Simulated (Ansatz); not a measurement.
Molecule: C3H2F3 (charge 0, doublet). It need not be the lowest isomer of its formula. 
Structure (B3LYP-D3(BJ)/def2-TZVP (Ansatz, a first-principles code) minimum search):
SMILES: [CH]=CC(F)(F)F
```xyz
8

C      2.1440    -0.0380     0.0447
C      0.9999    -0.5691     0.3623
C     -0.3300     0.0187    -0.0148
F     -0.2238     1.1541    -0.7169
F     -1.0458    -0.8553    -0.7553
F     -1.0640     0.2858     1.0872
H      3.1942    -0.2356     0.1774
H      0.9240    -1.4945     0.9346
```
Charge 0, spin multiplicity 2.

Total electronic energies in hartree. Valence correlation only, unless marked. UHF or UKS for open shells. Spin-orbit coupling is left out. No relativistic terms. CBS(X,Y): correlation extrapolated as X^-3; Hartree-Fock from the larger set.

The UHF reference is spin-contaminated (<S^2> 0.19 over the pure value in the largest basis). 

```
level                                program  energy (Eh)
----------------------------  --------------  -----------
HF/cc-pVQZ                            Ansatz   -413.19887
PBE/def2-TZVPD                        Ansatz   -414.70504
BLYP-D4/def2-TZVPD            Ansatz + dftd4   -415.07978
revPBE/def2-TZVPD                     Ansatz   -414.99868
B3LYP/def2-TZVPD                      Ansatz   -415.13249
PBE0/def2-SVP                         Ansatz   -414.21734
PBE0/def2-QZVPP                       Ansatz   -414.72972
r2SCANh/def2-TZVPD                    Ansatz   -414.92553
CAM-B3LYP-D3(BJ)/def2-TZVPD   Ansatz + dftd3   -415.00919
CAM-B3LYP/def2-TZVPD                  Ansatz   -415.00578
LC-wPBE-D4/def2-TZVPD         Ansatz + dftd4   -414.89419
LC-wPBE/def2-TZVPD                    Ansatz   -414.88869
wB97M-V/def2-TZVPD                    Ansatz   -415.01859
wB97X-V/def2-TZVPD                    Ansatz   -414.99651
B2GP-PLYP/def2-TZVPD                  Ansatz   -414.80183
RPA@PBE/cc-pVTZ                       Ansatz   -414.91835
MP2/CBS(cc-pVTZ,cc-pVQZ)              Ansatz    -414.5456
SCS-MP2/6-31G                         Ansatz   -413.44331
SCS-MP2/cc-pVQZ                       Ansatz   -414.44835
CCSD/6-31G*                           Ansatz   -413.89314
CCSD(T)/STO-3G                        Ansatz   -407.63580
CCSD(T)/6-31G*                        Ansatz   -413.91782
CCSD(T)/CBS(cc-pVTZ,cc-pVQZ)          Ansatz    -414.6122
```

Totals of different functionals don't rank their quality; only differences between species are comparable.
